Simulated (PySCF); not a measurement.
**Relaxation of singlet GeO₂**

Method: B3LYP/[Ge def2-TZVP, O def2-TZVP], no relativity, density fitting, PySCF. A (50,194) grid was used.

A hand-made linear start, of D∞h symmetry, held to at least that symmetry:

```xyz
3
charge 0 multiplicity 1, angstrom
Ge    0.0000    0.0000    0.0000
O     0.0000    0.0000    1.6800
O     0.0000    0.0000   -1.6800
```

Optimiser trace:
```json
{"step": "0", "E − E(last) (kJ/mol)": "12.55", "largest gradient (Eh/bohr)": "0.04298"}
{"step": "1", "E − E(last) (kJ/mol)": "1.59", "largest gradient (Eh/bohr)": "0.01771"}
{"step": "2", "E − E(last) (kJ/mol)": "0.04", "largest gradient (Eh/bohr)": "0.00279"}
{"step": "3", "E − E(last) (kJ/mol)": "0.00", "largest gradient (Eh/bohr)": "0.00015"}
{"step": "4", "E − E(last) (kJ/mol)": "0.00", "largest gradient (Eh/bohr)": "0.00000"}
```

It ends at D∞h with Ge–O 1.624 Å (×2); O–Ge–O 180.0°. A frequency run shows a minimum. Other isomers or separated fragments may lie lower.
